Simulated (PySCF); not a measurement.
Coordinates in bohr (charge 0 multiplicity 1):
```
Mo    0.0510    0.0369   -0.0103
O     0.2243    2.3999   -2.1782
O     2.8466   -0.1770    1.5555
O    -0.6359   -3.0123   -1.7242
O    -2.5164    0.7305    2.3633
H     0.2133   -4.5973   -1.3129
H    -3.8531    1.9626    2.0509
```

Level of theory: PBE/[Mo def2-SVP with ECP28, O def2-SVP, H def2-SVP], scalar-relativistic core potentials, density fitting, no spin–orbit coupling, PySCF.

This geometry of MoO₂(OH)₂ is a stationary point at this level.

(1) What is the point group?

(2) Is it a minimum?

(3) What are the dipole moment and the gap between the highest occupied and lowest empty levels?

(4) Give the atomic charges and bond orders.

Results:

(1) C2.

(2) Yes: all harmonic wavenumbers are real.

(3) 2.70 D and 4.37 eV.

(4) 
| atom | Mulliken | Löwdin | polar tensor | Mayer order to Mo1 |
| --- | --- | --- | --- | --- |
| Mo1 | 0.95 | 0.18 | 2.09 | – |
| O2,3 | -0.32 | -0.11 | -0.62 | 2.10 |
| O4,5 | -0.39 | -0.11 | -0.76 | 1.16 |
| H6,7 | 0.23 | 0.13 | 0.34 | 0.03 |
Other Mayer orders above 0.3: O–H 0.92 (×2).

Stability towards spin polarisation was not tested. This need not be the most stable arrangement of these atoms.
